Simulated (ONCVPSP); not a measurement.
# u(r) = r·R(r): atom against pseudo-atom (chromium)

Columns: radius, all-electron u(r) and pseudo u(r) of the 3s shell (level -77.75 eV) of chromium in the configuration [Ne] 3s2 3p6 3d4 4s2; PBEsol, scalar-relativistic, ONCV scheme, ONCVPSP 4.0.1.

```json
{"r (bohr)": "0.110", "all-electron": "-0.2449", "pseudo": "0.1425"}
{"r (bohr)": "0.220", "all-electron": "-0.6077", "pseudo": "0.3103"}
{"r (bohr)": "0.330", "all-electron": "-0.1685", "pseudo": "0.5111"}
{"r (bohr)": "0.440", "all-electron": "0.4249", "pseudo": "0.7277"}
{"r (bohr)": "0.550", "all-electron": "0.8690", "pseudo": "0.9252"}
{"r (bohr)": "0.660", "all-electron": "1.1077", "pseudo": "1.0666"}
{"r (bohr)": "0.770", "all-electron": "1.1781", "pseudo": "1.1283"}
{"r (bohr)": "0.880", "all-electron": "1.1376", "pseudo": "1.1085"}
{"r (bohr)": "0.990", "all-electron": "1.0356", "pseudo": "1.0249"}
{"r (bohr)": "1.100", "all-electron": "0.9068", "pseudo": "0.9044"}
{"r (bohr)": "1.210", "all-electron": "0.7728", "pseudo": "0.7725"}
{"r (bohr)": "1.320", "all-electron": "0.6458", "pseudo": "0.6457"}
{"r (bohr)": "1.430", "all-electron": "0.5319", "pseudo": "0.5318"}
{"r (bohr)": "1.540", "all-electron": "0.4333", "pseudo": "0.4332"}
{"r (bohr)": "1.650", "all-electron": "0.3499", "pseudo": "0.3498"}
{"r (bohr)": "1.760", "all-electron": "0.2806", "pseudo": "0.2805"}
{"r (bohr)": "1.870", "all-electron": "0.2238", "pseudo": "0.2238"}
{"r (bohr)": "1.980", "all-electron": "0.1778", "pseudo": "0.1778"}
{"r (bohr)": "2.090", "all-electron": "0.1407", "pseudo": "0.1407"}
{"r (bohr)": "2.200", "all-electron": "0.1111", "pseudo": "0.1111"}
{"r (bohr)": "2.310", "all-electron": "0.0874", "pseudo": "0.0874"}
{"r (bohr)": "2.420", "all-electron": "0.0687", "pseudo": "0.0687"}
{"r (bohr)": "2.530", "all-electron": "0.0539", "pseudo": "0.0539"}
{"r (bohr)": "2.640", "all-electron": "0.0422", "pseudo": "0.0422"}
{"r (bohr)": "2.750", "all-electron": "0.0330", "pseudo": "0.0330"}
{"r (bohr)": "2.860", "all-electron": "0.0258", "pseudo": "0.0258"}
```

Problem. How many radial nodes do the two functions have?

Solution. The all-electron 3s function has n − l − 1 = 2 (the table is too coarse to show those close to the nucleus); the pseudo-wave has 0, since the states of the same l below it are removed with the core.

Problem. At about which radius was the pseudo-wave matched?

Solution. 1.45 bohr. The columns agree to 0.0005 from 1.21 bohr on; several derivatives are matched, so the curves merge somewhat inside the radius.

Problem. Is the pseudo-wave norm-conserving?

Solution. Yes: the ONCV scheme keeps the norm inside the radius equal to the all-electron one, which fixes the energy derivative of the logarithmic derivative at the level.
